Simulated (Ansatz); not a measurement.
`CB(N)F` + HBr → `CB(N)Br` + H–F at 600 K and 1 bar (ligand exchange at a B–F bond).

Calculated with Ansatz (gas phase, PBE0-D4/def2-TZVP geometries, no zero-point term in ΔE). CCSD(T)/CBS is the MP2 limit (def2-TZVPP, def2-QZVPP) plus CCSD(T) − MP2 in def2-TZVPP, frozen cores. This one scheme is used for every species. For Br outer-core shells are correlated without core-valence functions, which leaves a few kJ/mol of doubt a bond. Scalar relativity is left out up to krypton. One conformer a species, not always the lowest.

```tsv
species	CCSD(T)/CBS energy (Eh)	H − E (kJ/mol)	S (J/(mol·K))
`CB(N)F`	-220.47660	233.9	367.7
HBr	-2573.91920	33.5	219.1
`CB(N)Br`	-2693.98242	231.4	391.7
H–F	-100.39570	42.3	194.0
```

H − E and S are ideal-gas, rigid-rotor, harmonic terms from PBE0-D4/def2-TZVP, for one conformer and one mirror image of each species. 1 Eh = 2625.50 kJ/mol, R = 8.31446 J/(mol·K).

Q: By hand: ΔE, ΔH, ΔS and ΔG.

A: ΔE = (-2693.98242) + (-100.39570) − (-220.47660) − (-2573.91920) = 0.01768 Eh = 46.4 kJ/mol. Δ(H − E) = 231.4 + 42.3 − 233.9 − 33.5 = 6.3, so ΔH = 52.7 kJ/mol. ΔS = 391.7 + 194.0 − 367.7 − 219.1 = -1.1 J/(mol·K). ΔG = 52.7 − 600 × (-1.1)/1000 = 53.4 kJ/mol.

Q: By hand: the equilibrium constant, and the temperature at which ΔG would vanish if ΔH and ΔS stayed fixed.

A: log₁₀ K = −ΔG/(RT ln 10) = -4.6. ΔH and −TΔS have one sign here, so there is no such temperature.

The number of gas molecules stays the same, so ΔS is small and ΔH decides. A doubt of 5 kJ/mol in ΔE shifts log₁₀ K by 0.4 here. Other conformers and mirror images would add mixing entropy, several J/(mol·K) or more a flexible species. These are equilibria of isolated gas molecules and say nothing of rates. Largest T1 diagnostic: 0.011 (customary marks: 0.02 for closed shells, 0.045 for open ones).

ΔS is within the doubt of such terms, so its sign, and with it that verdict, could turn.
